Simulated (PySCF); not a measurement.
PySCF input file for Al(H)2(Me) (CH5Al), SMILES [CH3][AlH2], PBE0-D3(BJ)/def2-TZVP. Geometry optimised at PBE0-D3(BJ)/def2-TZVP.

```python
import numpy as np
from pyscf import gto, scf, dft, df
from pyscf.hessian import thermo

mol = gto.M(
    atom='''
    Al    0.00719943   -0.34629183   -0.62439000
    H    -1.33397928   -0.48294504   -1.46824659
    H     1.34824359   -0.96606627   -1.21298914
    C    -0.00724579    0.59099742    1.08580174
    H    -0.07134778    1.67259877    0.91564306
    H     0.88940845    0.40868820    1.68232406
    H    -0.88244273    0.32353356    1.68552806
    ''',
    basis='def2-TZVP',
    charge=0,
    spin=0,
    max_memory=1600,
    verbose=3,
)
mf = dft.RKS(mol, xc='pbe0').density_fit(auxbasis='def2-universal-jkfit')
mf.disp = 'd3bj'
mf.grids.level = 3
mf.conv_tol = 1e-11
mf.max_cycle = 100
mf.kernel()

# analytic Hessian; the response equations are solved on a coarser grid
h, args, fine = mf.Hessian(), (mf.mo_energy, mf.mo_coeff, mf.mo_occ), mf.grids
h.max_memory = max(150, 2.5e-5 * df.make_auxmol(mol, mf.with_df.auxbasis).nao * mol.nelec[0] * (mol.nelec[0] + mol.nao))  # MB; small integral blocks
h1ao = h.make_h1(mf.mo_coeff, mf.mo_occ)
mf.grids = dft.Grids(mol).set(level=1).build(with_non0tab=True)
mo1, mo_e1 = h.solve_mo1(*args, h1ao)
mf.grids = fine
hess = h.hess_elec(*args, mo1, mo_e1, h1ao) + h.hess_nuc()
if mf.do_disp():
    hess += h.get_dispersion()
for i in range(mol.natm):  # the analytic DFT Hessian lacks the response of the grid: restore translational invariance
    hess[i, i] -= hess[i].sum(axis=0)
hess = (hess + hess.transpose(1, 0, 3, 2)) / 2
vib = thermo.harmonic_analysis(mol, hess, imaginary_freq=False)
thermo.dump_normal_mode(mol, vib)
th = thermo.thermo(mf, vib['freq_au'][vib['freq_au'] > 0], 298.15, 101325)
thermo.dump_thermo(mol, th)
g0 = mf.nuc_grad_method().set(verbose=0).kernel()

# dipole derivatives [dipole axis, atom, xyz] from the same response
r, irp = mol.intor('int1e_r'), mol.intor('int1e_irp').reshape(3, 3, mol.nao, mol.nao)
sl, dm0, ok = mol.aoslice_by_atom(), np.array(mf.make_rdm1()), []
dmu = np.einsum('a,xt->xat', mol.atom_charges(), np.eye(3))
for a, (_, _, p0, p1) in enumerate(sl):
    dmu[:, a] += 2 * np.einsum('xtij,ij->xt', irp[:, :, :, p0:p1], dm0.reshape(-1, mol.nao, mol.nao).sum(0)[:, p0:p1])
    for u, c, occ, f in [(mo1, mf.mo_coeff, mf.mo_occ, 4)]:
        dmu[:, a] -= f * np.einsum('tui,xuv,vi->xt', u[a], r, c[:, occ > 0], optimize=True)
L = vib['norm_mode']
ir = 974.8801 * (np.einsum('xat,kat->kx', dmu, L) ** 2).sum(1)       # km/mol
apt = np.einsum('xax->a', dmu) / 3

# polarisability derivatives from nuclear gradients in small electric fields
h0, F = mf.get_hcore(), 0.005
def in_field(f, guess):
    m = mf.copy()
    m.verbose, m.conv_tol, m.conv_tol_grad = 0, 1e-11, 2e-7
    m.get_hcore = lambda *a: h0 + np.einsum('x,xij->ij', f, r)
    m.kernel(guess)
    ok.append(m.converged)
    dm = np.array(m.make_rdm1())
    g = m.nuc_grad_method().kernel() - np.outer(mol.atom_charges(), f)
    for a, (_, _, p0, p1) in enumerate(sl):
        g[a] -= 2 * np.einsum('x,xtij,ij->t', f, irp[:, :, :, p0:p1], dm[:, p0:p1])
    return g, -np.einsum('xij,ij->x', r, dm), dm
E = np.eye(3) * F
g0, _, dm0 = in_field(np.zeros(3), dm0)
gp = [in_field(e, dm0) for e in E]
gm = [in_field(-e, 2 * dm0 - p[2]) for e, p in zip(E, gp)]
alpha = np.array([(p[1] - q[1]) / (2 * F) for p, q in zip(gp, gm)])  # bohr^3
check = abs(np.array([-(p[0] - q[0]) / (2 * F) for p, q in zip(gp, gm)]) - dmu).max()
print('static polarisability / bohr^3:', alpha.round(3))
print('largest difference of analytic and finite-field dipole derivatives / e:', check)
da = np.zeros((3, 3, mol.natm, 3))
for x in range(3):
    da[x, x] = -(gp[x][0] + gm[x][0] - 2 * g0) / F**2
for x, y in ((0, 1), (0, 2), (1, 2)):
    up, down = in_field(E[x] + E[y], gp[x][2] + gp[y][2] - dm0), in_field(-E[x] - E[y], gm[x][2] + gm[y][2] - dm0)
    both = -(up[0] + down[0] - 2 * g0) / F**2
    da[x, y] = da[y, x] = (both - da[x, x] - da[y, y]) / 2
aq = np.einsum('xyat,kat->kxy', da, L) * 0.529177210903**2           # A^2/amu^1/2
a = np.einsum('kxx->k', aq) / 3
g2 = 1.5 * (aq**2).sum((1, 2)) - 4.5 * a**2
raman, depol = 45 * a**2 + 7 * g2, 3 * g2 / (45 * a**2 + 4 * g2 + 1e-12)
print('mode   freq/cm-1   IR/(km/mol)   Raman/(A^4/amu)   depolarisation')
for k, w in enumerate(vib['freq_wavenumber']):
    print(f'{k + 1:4d} {w:11.2f} {ir[k]:13.3f} {raman[k]:17.3f} {depol[k]:16.3f}')
print('max |gradient| / (hartree/bohr):', abs(g0).max())
print('APT charges:', apt.round(4))
```

Output:

```
converged SCF energy = -283.377229600721

WARN: DFTD3 does not support analytical Hessian, using finite difference


WARN: Mole.unit (angstrom) is changed to Bohr

Mode                                 0                   1                   2
Irrep
Freq [cm^-1]                       10.6671            406.2265            464.8443
Reduced mass [au]                   1.0089              1.0499              1.0717
Force const [Dyne/A]                0.0001              0.1021              0.1364
Char temp [K]                      15.3475            584.4695            668.8075
Normal mode                   x     y     z       x     y     z       x     y     z
       0  Al                 0.00  0.00 -0.00    0.04 -0.01  0.01   -0.01 -0.02  0.02
       1   H                 0.07  0.41 -0.18   -0.26  0.27  0.43    0.10  0.43 -0.23
       2   H                -0.11 -0.44  0.20   -0.25 -0.15 -0.48    0.10  0.40 -0.17
       3   C                 0.01  0.01 -0.00   -0.00 -0.00 -0.00   -0.01 -0.05  0.02
       4   H                -0.46 -0.02  0.04   -0.13 -0.03 -0.13    0.02 -0.12 -0.52
       5   H                 0.16  0.32 -0.15   -0.18  0.18  0.31    0.06  0.24 -0.01
       6   H                 0.20 -0.35  0.14   -0.18 -0.06 -0.28    0.04  0.30  0.22
Mode                                 3                   4                   5
Irrep
Freq [cm^-1]                      636.0845            709.4527            749.5737
Reduced mass [au]                   3.6158              1.2956              1.3244
Force const [Dyne/A]                0.8620              0.3842              0.4384
Char temp [K]                     915.1840           1020.7445           1078.4696
Normal mode                   x     y     z       x     y     z       x     y     z
       0  Al                -0.00  0.06  0.09    0.01  0.05 -0.04   -0.05  0.00 -0.01
       1   H                -0.04  0.00  0.15   -0.09 -0.38  0.20    0.11 -0.15 -0.22
       2   H                 0.04  0.02  0.22   -0.09 -0.40  0.21    0.14  0.13  0.27
       3   C                 0.01 -0.10 -0.17   -0.02 -0.08  0.07    0.12 -0.01  0.03
       4   H                -0.01 -0.11 -0.21    0.03 -0.13 -0.40   -0.18 -0.05 -0.12
       5   H                 0.01 -0.10 -0.18    0.05  0.21  0.04   -0.14  0.27  0.48
       6   H                -0.01 -0.11 -0.21   -0.00  0.28  0.23   -0.14 -0.12 -0.38
Mode                                 6                   7                   8
Irrep
Freq [cm^-1]                      800.0581           1218.2711           1437.3533
Reduced mass [au]                   1.0975              1.2296              1.0500
Force const [Dyne/A]                0.4139              1.0752              1.2781
Char temp [K]                    1151.1055           1752.8208           2068.0314
Normal mode                   x     y     z       x     y     z       x     y     z
       0  Al                 0.00 -0.03 -0.05   -0.00 -0.00 -0.00    0.00 -0.00 -0.00
       1   H                -0.35  0.34  0.48   -0.02  0.00  0.00   -0.01 -0.00  0.01
       2   H                 0.35  0.20  0.52    0.02 -0.00  0.01   -0.01 -0.00 -0.02
       3   C                -0.01  0.01  0.01   -0.00  0.07  0.11    0.06 -0.00  0.01
       4   H                 0.01  0.02  0.06    0.01 -0.05 -0.52   -0.69 -0.04  0.06
       5   H                 0.00 -0.00  0.00    0.19 -0.32 -0.34    0.04 -0.40 -0.11
       6   H                 0.01  0.02  0.05   -0.16 -0.35 -0.34   -0.15  0.51 -0.04
Mode                                 9                  10                  11
Irrep
Freq [cm^-1]                     1441.9556           1909.0511           1910.6206
Reduced mass [au]                   1.0559              1.0268              1.0586
Force const [Dyne/A]                1.2935              2.2048              2.2768
Char temp [K]                    2074.6531           2746.6995           2748.9577
Normal mode                   x     y     z       x     y     z       x     y     z
       0  Al                 0.00  0.00 -0.00   -0.01 -0.01 -0.02   -0.04  0.01 -0.00
       1   H                -0.01 -0.02  0.01    0.67  0.06  0.42    0.48  0.05  0.31
       2   H                -0.00 -0.01  0.01   -0.50  0.22  0.21    0.66 -0.31 -0.30
       3   C                 0.01  0.05 -0.04   -0.00  0.00  0.00   -0.00 -0.00 -0.00
       4   H                -0.13 -0.02 -0.33   -0.00  0.00 -0.01   -0.00  0.00  0.00
       5   H                -0.36 -0.45  0.38    0.00 -0.01 -0.01   -0.00 -0.00 -0.00
       6   H                 0.37 -0.23  0.39   -0.01 -0.01 -0.01   -0.00  0.00  0.00
Mode                                12                  13                  14
Irrep
Freq [cm^-1]                     3031.9075           3103.1716           3134.0066
Reduced mass [au]                   1.0376              1.0943              1.1001
Force const [Dyne/A]                5.6196              6.2084              6.3660
Char temp [K]                    4362.2398           4464.7731           4509.1377
Normal mode                   x     y     z       x     y     z       x     y     z
       0  Al                -0.00 -0.00 -0.00    0.00  0.00 -0.00    0.00 -0.00 -0.00
       1   H                 0.00  0.00  0.00   -0.00 -0.00  0.00   -0.00 -0.00 -0.00
       2   H                -0.00  0.00  0.00    0.00  0.00 -0.00   -0.00  0.00 -0.00
       3   C                -0.01  0.04  0.03    0.02  0.07 -0.05    0.08 -0.01  0.02
       4   H                 0.04 -0.69  0.12    0.04 -0.63  0.08    0.01  0.14 -0.02
       5   H                -0.37  0.09 -0.23    0.24 -0.03  0.15   -0.65  0.14 -0.44
       6   H                 0.41  0.14 -0.27   -0.52 -0.14  0.35   -0.38 -0.13  0.28
temperature 298.1500 [K]
pressure 101325.00 [Pa]
Rotational constants [GHz] 73.14332 10.91478 10.08288
Symmetry number 1
Zero-point energy (ZPE) 0.04776 [Eh]   125388.046 [J/mol]
                           tot       elec      trans        rot        vib
Entropy [J/mol/K]       289.888      0.000    155.950     88.775     45.163
Cv [J/mol/K]             59.834      0.000     12.472     12.472     34.891
Cp [J/mol/K]             68.149      0.000     20.786     12.472     34.891
Internal energy [J/mol]                      3718.434   3718.434 130448.791
Internal energy [Eh]   -283.32471  -283.37723
Enthalpy [J/mol]                             6197.391   3718.434 130448.791
Enthalpy [Eh]          -283.32377
Gibbs free energy [J/mol]                  -40299.186 -22749.725 116983.538
Gibbs free energy [Eh] -283.35669
static polarisability / bohr^3: [[40.686 -1.186  0.437]
 [-1.185 37.943  5.458]
 [ 0.436  5.46  44.523]]
largest difference of analytic and finite-field dipole derivatives / e: 0.0008730268941805619
mode   freq/cm-1   IR/(km/mol)   Raman/(A^4/amu)   depolarisation
   1       10.67         0.013             2.290            0.750
   2      406.23        28.011             3.123            0.750
   3      464.84        53.589             0.163            0.746
   4      636.08        13.860            19.723            0.194
   5      709.45       200.768             2.358            0.641
   6      749.57       100.817             1.483            0.608
   7      800.06       272.871             6.871            0.692
   8     1218.27        23.542            10.017            0.137
   9     1437.35         1.400             3.410            0.716
  10     1441.96         1.869             2.406            0.691
  11     1909.05       139.280           252.130            0.058
  12     1910.62       280.698            58.527            0.630
  13     3031.91         3.368           153.317            0.011
  14     3103.17         8.210            78.084            0.690
  15     3134.01         8.335            77.363            0.733
max |gradient| / (hartree/bohr): 2.9009679553709392e-05
APT charges: [ 1.146  -0.3845 -0.3838 -0.4072  0.0124  0.007   0.01  ]
```

Self-consistency was reached.
